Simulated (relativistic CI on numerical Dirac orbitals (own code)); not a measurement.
## Sensitivity of the levels of Au X to α and to the nuclear radius

Method of calculation: Dirac-Coulomb-Breit CI, separate exchange-only KLI orbitals for each configuration, derivatives by finite differences, unscaled Slater integrals, QED left out (own radial code, finite nucleus).

Configurations in the expansion (outside the closed core [Kr] 4d10 4f14 5s2): 5p6.5d2, 5p6.5d.6s, 5p6.5d.5f, 5p5.5d3, 5p6.6s2, 5p6.5d.6p, 5p6.5f2, 5p6.6s.6p. Levels of other configurations are missing.

With x = (α/α₀)² − 1 an excitation energy changes as ω = ω₀ + qx; K = 2q/ω₀ is the relative enhancement. Terms are leading LS components, so labels can repeat. The field-shift factor is F = δν/δ⟨r²⟩ for the transition from the lowest level.

Lowest level 5p6.5d2 3F_2.

```
          Level  ω₀ (cm⁻¹)  q (cm⁻¹)        K  F (GHz/fm²)
   5p6.5d2 3F_3      17135     18420     2.15         1.39
   5p6.5d2 3P_0      22030      3425    0.311        0.534
   5p6.5d2 3F_4      29037     24810     1.71         2.02
   5p6.5d2 3P_2      29758     17360     1.17         2.03
   5p6.5d2 3P_1      33156     18410     1.11         1.67
   5p6.5d2 1G_4      48413     31350      1.3          2.8
   5p6.5d2 3P_2      51783     37220     1.44          3.8
   5p6.5d2 1S_0      82942     33000    0.796         4.12
 5p6.5d.6s 3D_1     259916    -83080   -0.639          183
 5p6.5d.6s 3D_2     262879    -81440    -0.62          182
 5p6.5d.6s 3D_3     280725    -63280   -0.451          185
 5p6.5d.6s 1D_2     288162    -60440   -0.419          178
5p6.5d.6p 3F°_2     366384    -67250   -0.367         31.7
5p6.5d.6p 3D°_1     371378    -64090   -0.345         31.3
5p6.5d.6p 3D°_2     389671    -45040   -0.231         32.9
5p6.5d.6p 3F°_3     391248    -44780   -0.229         32.8
5p6.5d.6p 3D°_2     406462    -14990  -0.0737         21.9
5p6.5d.6p 3F°_3     412635    -13680  -0.0663           22
5p6.5d.6p 3P°_1     413683    -16340   -0.079         22.2
5p6.5d.6p 3P°_0     417026    -15080  -0.0723         21.8
5p6.5d.6p 3F°_4     430597      5142   0.0239         23.5
5p6.5d.6p 3P°_2     431529      3997   0.0185         23.5
5p6.5d.6p 1F°_3     432185      3579   0.0166         23.5
```

At this charge energies of transitions that change n are usually good to better than 1 %, and those within a shell (Δn = 0) to a few per cent. Terms inside the open d or f shell come out 10 to 20 % too wide with unscaled integrals. Levels and lines within the n = 5 or 6 shells can be off by up to 10 % or somewhat more, and those that change n by about 2 %, since core polarisation is missing.
